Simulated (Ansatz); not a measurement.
Two isomers of C2H8BNO: A = `BNC(C)O`, B = `COBCN`.

Isolated molecules relaxed with PBE0-D4/def2-TZVP in Ansatz; ΔE leaves out vibrations. CBS: MP2 limit from def2 TZ/QZ plus the TZ coupled-cluster correction, frozen cores. Functionals use def2-TZVPP. B3LYP here is the variant with VWN-RPA as its local correlation; programs differ in this. One conformer a species, not always the lowest.

A:

```xyz
13

B     1.454    0.039   -1.464
N     0.297    0.377   -0.779
C    -0.042    0.006    0.575
C    -1.383   -0.683    0.659
O    -0.115    1.141    1.406
H     1.600    0.424   -2.587
H     2.277   -0.629   -0.905
H    -0.413    0.946   -1.220
H     0.754   -0.670    0.912
H    -1.608   -0.938    1.695
H    -2.169   -0.017    0.294
H    -1.381   -1.592    0.058
H     0.730    1.597    1.356
```

B:

```xyz
13

C     0.903    2.236   -0.493
O     0.869    0.961    0.109
B    -0.113    0.074   -0.135
C    -0.098   -1.297    0.624
N    -0.953   -2.298   -0.004
H     0.881    3.000    0.287
H     1.833    2.339   -1.056
H     0.053    2.381   -1.166
H    -0.997    0.371   -0.904
H    -0.358   -1.076    1.678
H     0.932   -1.670    0.659
H    -1.080   -3.105    0.592
H    -1.872   -1.916   -0.191
```

Problem. Which isomer does CCSD(T)/CBS put lower? Give the gap. (An estimate is asked.)

Solution. Computed: A, by 5.6 kcal/mol.

Problem. Give E(B) − E(A) in kcal/mol with B3LYP, MP2/def2-TZVPP, CCSD(T)/def2-TZVPP, PBE0-D4, PBE-D4, ωB97M-V, B3LYP-D4. (Estimate.)

Solution. Computed: B3LYP 3.5, MP2/def2-TZVPP 6.5, CCSD(T)/def2-TZVPP 5.7, PBE0-D4 5.3, PBE-D4 5.3, ωB97M-V 5.2, B3LYP-D4 4.4. None reverses the order clearly.

Largest T1 diagnostic: 0.012.

The D4 term adds +0.9 kcal/mol with B3LYP and +0.5 kcal/mol with PBE0; it sums over pairs of atoms, weighted by their polarisabilities, and B3LYP, whose exchange is more repulsive, gets the larger term. In def2-TZVPP, CCSD(T) changes the Hartree–Fock value by +2.9 kcal/mol (the triples alone add +0.6 kcal/mol) and MP2 by +3.6 kcal/mol.
